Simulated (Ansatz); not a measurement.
Input file for Ansatz (an electronic-structure program): R-wB97M-V/def2-TZVPP on CeO2 (SMILES [O]=[Ce]=[O]), atoms moved off the minimum. Elements past Kr take the def2 small-core potentials; no spin–orbit coupling.

Ansatz 0.2 input:
```yaml
crystal:
  periodic: [false, false, false]
  atoms:
    - {symbol: Ce, position_ang: [0.06831987, -0.06351816, 0.04554693]}
    - {symbol: O, position_ang: [1.02321107, 0.44698253, -1.34592792]}
    - {symbol: O, position_ang: [-1.60255575, 0.09713443, 0.71347250]}
basis:
  gaussian:
    orbitals: def2-TZVPP
hamiltonian:
  xc: {name: wB97M-V}
scf: {lower_state_search: off}
output: {forces: true}
```

The head of its log:

```
WARN ansatz: RAYON_NUM_THREADS=1 ignored (pool sized by the plan → 1); use --threads N
Functional definition: wB97M-V
these checks for a lower state are left out or cut short: stability, starts, cluster_reference, orbital_swaps, neighbouring_geometries, increment
integrals: 0.15 GiB planned
1197 factors; their error is unknown
integrals: 0.18 GiB planned
158 factors; integrals over basis functions are off by at most 7.3e-5 eV
mean field: 1.14 GiB planned
mean field evaluation 1: about -16992.4522 eV, gradient 1.3e2 eV
mean field evaluation 2: about -15545.6392 eV, gradient 1.2e3 eV
```

Give the final energy of this run.

-625.5935 hartree.
